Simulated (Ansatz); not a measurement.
System: sum formula GaHCl2, net charge 0, singlet state. 
Structure (B3LYP-D3(BJ)/def2-TZVP (Ansatz, a first-principles code) minimum search):
SMILES: [Cl][GaH][Cl]
```xyz
4

Cl    -0.6866     1.7723     0.0136
Ga    -0.4421    -0.3575    -0.0109
Cl     1.5894    -1.0423     0.0087
H     -1.6438    -1.3292    -0.0407
```

Parts of the frozen-core correlation energy in def2-SVP (Ansatz, hartree). Frozen orbitals: 24; correlated occupied orbitals by spin: 9 and 9; virtual: 40 and 40. Spin-orbit coupling is left out. Non-relativistic.

```tsv
term	value
reference (HF)	-2842.41015
MP2 opposite-spin	(withheld)
MP2 same-spin	(withheld)
CCSD correlation	-0.35708
(T)	(withheld)
T1 diagnostic	0.011
largest doubles amplitude	0.024
```

Q: Complete the blanks.

A: 
- MP2 opposite-spin, value: -0.24216
- MP2 same-spin, value: -0.08273
- (T), value: -0.00743
